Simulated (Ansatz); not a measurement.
Start from `BrB1CCO1` and change one atom or group to get `ClB1CCO1`.

Ansatz, PBE0-D4/def2-TZVP geometries, multiplicity 1. 

Scalar relativity is left out up to krypton.

```csv
property,`BrB1CCO1`
HOMO–LUMO gap (B3LYP/def2-TZVPP) / eV,7.56
size of the dipole moment (B3LYP/def2-TZVPP) / D,2.59
HOMO energy (PBE0/def2-TZVPP) / eV,-8.24
HOMO energy (PBE/def2-TZVPP) / eV,-6.93
LUMO energy (PBE0/def2-TZVPP) / eV,-0.21
size of the dipole moment (PBE/def2-TZVPP) / D,2.48
```

What does the change do to each property? (An estimate is asked.)

Computed: 
```json
{"property": "HOMO–LUMO gap (B3LYP/def2-TZVPP) / eV", "`ClB1CCO1`": "8.16", "shift": "0.60"}
{"property": "size of the dipole moment (B3LYP/def2-TZVPP) / D", "`ClB1CCO1`": "2.47", "shift": "-0.12"}
{"property": "HOMO energy (PBE0/def2-TZVPP) / eV", "`ClB1CCO1`": "-8.64", "shift": "-0.40"}
{"property": "HOMO energy (PBE/def2-TZVPP) / eV", "`ClB1CCO1`": "-7.24", "shift": "-0.31"}
{"property": "LUMO energy (PBE0/def2-TZVPP) / eV", "`ClB1CCO1`": "-0.02", "shift": "0.19"}
{"property": "size of the dipole moment (PBE/def2-TZVPP) / D", "`ClB1CCO1`": "2.36", "shift": "-0.12"}
```

With PBE0 the HOMO falls by 0.40 eV and the LUMO rises by 0.19 eV, so the gap widens by about 0.59 eV. PBE moves the HOMO by -0.31 eV and ωB97M-V by -0.45 eV. Dipoles are sizes alone; their direction can turn.

B3LYP here is the variant with VWN-RPA as its local correlation; programs differ in this.

Spin–orbit coupling is left out; it splits and shifts lone-pair levels of the heavy atoms by tenths of an eV.
